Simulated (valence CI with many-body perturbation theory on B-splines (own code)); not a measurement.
**Valence orbitals of Sb²⁰⁺**

Method: relativistic CI+MBPT: three valence electrons over a frozen Dirac-Fock core [Ar] 3d10, a basis of 11 s, 11 p, 10 d, 8 f, 5 g, 2 h functions for each j, with the one-electron correlation potential Σ1 (screened to all orders), the two-electron term Σ2, the three-electron term Σ3, Breit, model QED; selected single and double excitations, second order for the rest, scaled by the run's own slope (own B-spline code, finite nucleus).

No measured spectrum was set against this ion. As an estimate, levels hold to about 250 cm⁻¹ or 0.2 % of their energy and the worst to 1 %, as in measured heavy ions of charge 2 to 7; those with d or f electrons hold less well.

These are the spectroscopic orbitals of the CI (the correlating ones are not listed), shaped by the core and the other valence electrons. h is the expectation value of the core's Dirac-Fock operator, without the valence repulsion; Σ1 is computed up to l = 3 at one energy for each symmetry, that of its lowest orbital but kept below the first core excitation, so for empty shells it is not the orbital's own correlation shift; Breit and QED include the response of the core, and the two lowest orbitals of each symmetry also the frequency dependence of Breit exchange, which makes a step in that column.

| Orbital | h (hartree) | Σ1 (cm⁻¹) | Breit (cm⁻¹) | QED (cm⁻¹) | ⟨r⟩ (bohr) |
| --- | --- | --- | --- | --- | --- |
| 4s1/2 | -25.431 | -12042 | 2477 | 1885 | 0.7031 |
| 5s1/2 | -14.691 | -4065 | 1049 | 805 | 1.222 |
| 6s1/2 | -9.5843 | -1896 | 529 | 411 | 1.889 |
| 7s1/2 | -6.7495 | -1058 | 308 | 239 | 2.696 |
| 8s1/2 | -5.0107 | -655 | 195 | 152 | 3.645 |
| 9s1/2 | -3.8672 | -435 | 131 | 102 | 4.737 |
| 4p1/2 | -23.703 | -11968 | 3846 | -79.1 | 0.7154 |
| 5p1/2 | -13.887 | -4114 | 1634 | -32.8 | 1.259 |
| 6p1/2 | -9.1519 | -1988 | 856 | -17.0 | 1.943 |
| 7p1/2 | -6.4903 | -1128 | 506 | -10.0 | 2.769 |
| 8p1/2 | -4.8433 | -706 | 324 | -6.4 | 3.738 |
| 9p1/2 | -3.7529 | -472 | 220 | -4.3 | 4.849 |
| 4p3/2 | -23.216 | -11140 | 2405 | 106 | 0.7317 |
| 5p3/2 | -13.671 | -3918 | 1025 | 46.0 | 1.280 |
| 6p3/2 | -9.0361 | -1911 | 562 | 24.4 | 1.969 |
| 7p3/2 | -6.4212 | -1090 | 333 | 14.5 | 2.800 |
| 8p3/2 | -4.7988 | -684 | 213 | 9.3 | 3.773 |
| 9p3/2 | -3.7225 | -459 | 145 | 6.3 | 4.890 |
| 4d3/2 | -20.396 | -11178 | 1383 | -109 | 0.7498 |
| 5d3/2 | -12.379 | -4135 | 627 | -47.5 | 1.336 |
| 6d3/2 | -8.337 | -2086 | 342 | -25.5 | 2.058 |
| 7d3/2 | -5.9999 | -1215 | 207 | -15.3 | 2.924 |
| 8d3/2 | -4.5253 | -773 | 135 | -9.9 | 3.931 |
| 4d5/2 | -20.301 | -10931 | 767 | -52.7 | 0.7541 |
| 5d5/2 | -12.334 | -4051 | 337 | -22.5 | 1.341 |
| 6d5/2 | -8.3125 | -2045 | 183 | -11.9 | 2.065 |
| 7d5/2 | -5.985 | -1191 | 110 | -7.1 | 2.931 |
| 8d5/2 | -4.5156 | -758 | 71.5 | -4.6 | 3.940 |
| 4f5/2 | -17.331 | -10067 | 293 | -38.9 | 0.7473 |
| 5f5/2 | -11.038 | -3521 | 149 | -21.0 | 1.373 |
| 6f5/2 | -7.6175 | -1748 | 83.0 | -12.2 | 2.134 |
| 7f5/2 | -5.5667 | -1015 | 50.7 | -7.6 | 3.038 |
| 4f7/2 | -17.319 | -9915 | 14.5 | -26.3 | 0.7483 |
| 5f7/2 | -11.03 | -3459 | 6.9 | -14.2 | 1.374 |
| 6f7/2 | -7.6125 | -1716 | 3.8 | -8.2 | 2.136 |
| 7f7/2 | -5.5634 | -997 | 2.2 | -5.1 | 3.040 |
| 5g7/2 | -10.559 |  | 3.3 | -2.5 | 1.283 |
| 6g7/2 | -7.3368 |  | 3.2 | -1.8 | 2.060 |
| 7g7/2 | -5.3896 |  | 2.4 | -1.3 | 2.982 |
| 5g9/2 | -10.556 |  | -7.4 | 0.2 | 1.283 |
| 6g9/2 | -7.3352 |  | -6.6 | -0.2 | 2.061 |
| 7g9/2 | -5.3886 |  | -5.0 | -0.3 | 2.982 |
| 6h9/2 | -7.298 |  |  |  | 1.852 |
| 6h11/2 | -7.2969 |  |  |  | 1.852 |

Among the shells of the start configuration 4s2 4p1, Σ1 is largest in size for 4s1/2, where it is 0.22 % of h.

Lowest root of each symmetry, sizes in configuration state functions:

| J | Parity | Roots | Reference | Variational | Second order | Change by selected CI (cm⁻¹) | Change by second order (cm⁻¹) |
| --- | --- | --- | --- | --- | --- | --- | --- |
| 1/2 | even | 16 | 75 | 11449 | 21949 | -919 | 0 |
| 3/2 | even | 23 | 118 | 20603 | 41482 | -578 | 0 |
| 5/2 | even | 24 | 126 | 24612 | 53986 | -921 | 0 |
| 7/2 | even | 16 | 101 | 20735 | 58899 | -1540 | -1 |
| 9/2 | even | 9 | 71 | 17914 | 54798 | -1800 | -3 |
| 11/2 | even | 2 | 33 | 9360 | 27892 | -2107 | -3 |
| 1/2 | odd | 18 | 93 | 12431 | 19695 | -1488 | 0 |
| 3/2 | odd | 30 | 151 | 20912 | 38931 | -1466 | 0 |
| 5/2 | odd | 27 | 158 | 22427 | 50101 | -1011 | -1 |
| 7/2 | odd | 21 | 133 | 21434 | 56439 | -1025 | 0 |
| 9/2 | odd | 11 | 86 | 16031 | 57212 | -826 | -1 |
| 11/2 | odd | 5 | 46 | 11511 | 44439 | -1875 | -4 |
| 13/2 | odd | 1 | 15 | 4736 | 19856 | -3090 | -4 |
